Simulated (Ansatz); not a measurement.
Z-matrix (Å, degrees):
```
Y
N 1 2.1569
H 2 1.0225 1 127.78
H 2 1.0226 3 104.79 1 -179.91
N 1 2.1572 2 119.76 3 -179.83
H 5 1.0225 1 127.98 2 179.74
H 5 1.0226 6 104.78 1 179.93
N 1 2.1574 2 119.99 3 -0.13
H 8 1.0225 1 127.81 2 -179.69
H 8 1.0226 9 104.77 1 -179.93
```
Charge 0, multiplicity 1.

The numbers are results of frozen-core CCSD(T)/def2-TZVPP // r2SCAN-D4/def2-SVP in Ansatz (a program for electronic structure), not measurements.

| Quantity | Value |
|---|---|
| HF energy | -204.91182 Ha |
| MP2 correlation energy | -0.92523 Ha |

Problem. Estimate the CCSD correlation energy, the (T) correction, the total energy and the T1 diagnostic.

Solution. 
```
Quantity                        Result
-----------------------  -------------
CCSD correlation energy    -0.94826 Ha
(T) correction             -0.03621 Ha
CCSD(T) total energy     -205.89629 Ha
T1 diagnostic                    0.012
```
